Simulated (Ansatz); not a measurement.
Basis sets compared for Cs₃F₃⁺. Total charge 1; doublet. Geometry PBE0-D4/def2-SVP. Ansatz on 4 threads of Arm Neoverse V1 on a shared host; times are rough, and most runs start from earlier orbitals.

```csv
atom,x (Å),y (Å),z (Å)
Cs1,-0.782,-2.320,-1.322
Cs2,2.512,0.072,2.584
Cs3,-1.362,2.260,-0.880
F4,0.538,0.961,0.892
F5,-1.808,-0.049,-1.864
F6,0.902,-0.923,0.589
```

In the def2 sets Cs takes a core potential; there is no spin–orbit coupling. In the doublet, F4 and F6 lie 1.94 Å apart (atoms count from 1), so these atoms are partly bonded to each other. The structure comes from a short search, and lower isomers may exist.

```tsv
level	functions	energy (Eh)	HOMO (eV)	LUMO (eV)	wall time
PBE-D4/def2-SVP	114	-359.4878	-8.15	-7.88	4.4 s
PBE0-D4/def2-SVP	114	-359.4544	-9.73	-6.44	4.7 s
```

(1) Estimate the rows for PBE-D4/def2-TZVP (with forces), PBE0-D4/def2-TZVP.

Answers

(1) 
```
                         level  functions  energy (Eh)  HOMO (eV)  LUMO (eV)  wall time
PBE-D4/def2-TZVP (with forces)        180    -359.8727      -8.61      -8.31        7 s
             PBE0-D4/def2-TZVP        180    -359.8349     -10.20      -6.84        8 s
```
